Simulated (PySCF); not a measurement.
Vertical excitations of a molecule CH₈BNO₂Si from TDDFT-PBE0/def2-SVPD (PySCF 2.14.0), as energy in eV (oscillator strength): 6.31 (0.007), 7.22 (0.043), 7.52 (0.031), 7.71 (0.004), 7.87 (0.030), 7.93 (0.005), 8.08 (0.028), 8.24 (0.009), 8.36 (0.032), 8.42 (0.018). Lowest triplet (TDA): 6.09 eV. The structure is a stationary point at r2SCAN-D4/def2-SVP. The values are those of a single conformer.

Problem. Which molecule gave these data?
A) N[SiH2]CB(O)O
B) CN([SiH3])B(O)O
C) C[SiH2]NB(O)O

Solution. C, C[SiH2]NB(O)O
